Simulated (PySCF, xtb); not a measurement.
Si(H)(F)(Br)(vinyl) (C₂H₄BrFSi), SMILES C(=C)[SiH](Br)F. Other conformers were not sampled.

Harmonic wavenumbers (cm⁻¹) from GFN2-xTB run with xtb at its own minimum, in rising order: 46, 112, 160, 186, 342, 431, 505, 636, 667, 735, 847, 928, 1013, 1025, 1278, 1417, 1663, 2409, 3046, 3087, 3112.

Task: What does PBE-D3(BJ)/def2-SVP (PySCF) give at its own minimum? (An estimate is asked for; the answer gives what the named calculation found.)

Result: 77, 139, 183, 219, 371, 438, 518, 668, 779, 787, 880, 961, 973, 998, 1226, 1367, 1616, 2206, 3058, 3083, 3156. Paired by order, the mean absolute difference is 43 cm⁻¹ and the zero-point energies are 33.8 and 33.9 kcal/mol.
